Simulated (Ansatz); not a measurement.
Geometry optimisation, RKS PBE0-D4/def2-SVP in Ansatz 0.2.0.

input.yaml

```yaml
crystal:
  periodic: [false, false, false]
  atoms:
    - { symbol: Li, position_ang: [-1.59111, -2.40815, -1.58111] }
    - { symbol: O, position_ang: [-0.85721, -1.15234, -0.94975] }
    - { symbol: Al, position_ang: [-0.13882, 0.23326, -0.42463] }
    - { symbol: "N", position_ang: [0.73552, 0.53984, 1.10661] }
    - { symbol: H, position_ang: [-0.21245, 1.45038, -1.35457] }
    - { symbol: H, position_ang: [1.11652, 1.44472, 1.34761] }
    - { symbol: H, position_ang: [0.94755, -0.10771, 1.85584] }
basis:
  gaussian: { orbitals: def2-SVP }
hamiltonian:
  xc: pbe0
  dispersion: d4
relax:
  f_tol: 0.02
  max_steps: 50
```

Run as:

```bash
$ ansatz run input.yaml --threads 1 --pin off --max-ram 2048MiB --backend cpu --events-out ev --progress --plain --runs-dir out
```

Task: Where does it end, and by what steps?

Result: It converged. After 5 steps the energy has fallen by 0.086 eV; H5 moved furthest, 0.16 Å.

```json
{"step": "0", "energy less start (eV)": "0.0000", "largest force component (eV/Å)": "0.894", "accepted": "yes"}
{"step": "1", "energy less start (eV)": "-0.0703", "largest force component (eV/Å)": "0.392", "accepted": "yes"}
{"step": "2", "energy less start (eV)": "-0.0849", "largest force component (eV/Å)": "0.049", "accepted": "yes"}
{"step": "3", "energy less start (eV)": "-0.0854", "largest force component (eV/Å)": "0.051", "accepted": "yes"}
{"step": "4", "energy less start (eV)": "-0.0856", "largest force component (eV/Å)": "0.068", "accepted": "yes"}
{"step": "5", "energy less start (eV)": "-0.0863", "largest force component (eV/Å)": "0.009", "accepted": "yes"}
```

```xyz
7
Properties=species:S:1:pos:R:3
Li -1.559 -2.491 -1.483
O -0.840 -1.163 -0.917
Al -0.142 0.295 -0.464
N 0.722 0.527 1.079
H -0.190 1.606 -1.374
H 1.146 1.402 1.366
H 0.862 -0.177 1.794
```

Whether the end is a true minimum wasn't checked by a vibrational analysis.

Time of the run: 16 s on 1 thread of Arm Neoverse V2 (shared host), peak memory 0.16 GiB.
